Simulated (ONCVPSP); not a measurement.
# Al (Z = 13): one change to an ONCV potential, before and after

ONCVPSP 4.0.1 input, shortened (lines: element, Z, core and valence counts, functional; n l f; lmax; l rc ep ncon nbas qcut; lloc lpopt rc5 dvloc0; l nproj debl; icmod fcfact rcfact), LDA (Perdew-Wang 92), scalar-relativistic:

```
  Al 13.00    3    2  -001012      upf
    1    0    2.00
    2    0    2.00
    2    1    6.00
    3    0    2.00
    3    1    1.00
    1
    0    2.30    0.00    5    9    3.60
    1    2.75    0.00    4    8    3.30
    4    5    1.55    0.00
    0    1    1.30
    1    2    1.40
    3    3.00    1.35
```

All-electron outer shells of the reference configuration (LDA (PZ), scalar-relativistic, ld1.x):

| shell | level (eV) | outermost node (bohr) | outermost maximum (bohr) |
| --- | --- | --- | --- |
| 2s | -107.50 | 0.17 | 0.50 |
| 2p | -69.71 | – | 0.43 |
| 3s | -7.84 | 0.80 | 2.06 |
| 3p | -2.79 | 0.82 | 2.64 |

Change: core correction polynomial model core, fcfact 0.2.

Cutoffs: the cutoffs (Ha) at which the residual kinetic energy of the hardest occupied pseudo-wave falls to 1 and 0.1 mHa per electron; they do not see the model core or the augmentation charge, which bear on the density cutoff. Errors are all-electron minus pseudo energies relative to the spin-unpolarised reference configuration.

**Question.** How do hardness, ghosts and transferability respond?

**Answer.** The potential gets neither clearly harder nor softer (5.4 Ha and 11 Ha → 5.4 Ha and 11 Ha); of the 4 tests that both files solve, the error grows in 0 and shrinks in 2 by more than 15 % and 0.3 meV (median size 4.7 → 2.6 meV); neither file shows a bound ghost. A model core, the more so a compact one, raises the density cutoff, which this test does not measure.

```csv
quantity,base,changed
"cutoff, loose",5.4 Ha,5.4 Ha
"cutoff, tight",11 Ha,11 Ha
bound ghosts,none,none
GHOST(+) flags under 300 eV,none,none
"error for 3s2 3p0, meV [ΔE 5.84 eV]",+2.2,+2.0
"error for 3s1 3p0, meV [ΔE 25.21 eV]",+33,+19
"error for 3s2 3p0.5, meV [ΔE 2.12 eV]",+0.2,+0.2
"error for 3s1 3p1, meV [ΔE 11.66 eV]",+7.1,+3.2
s: phases at 2.33 bohr within 0.05 rad from the reference energy up to (Ha; the scan ends near 5),0.7,0.7
p: phases at 2.79 bohr within 0.05 rad from the reference energy up to (Ha; the scan ends near 5),3.8,3.8
"rms error of d²Exc/dni dnj with the model core, mHa",1.12,0.36
```
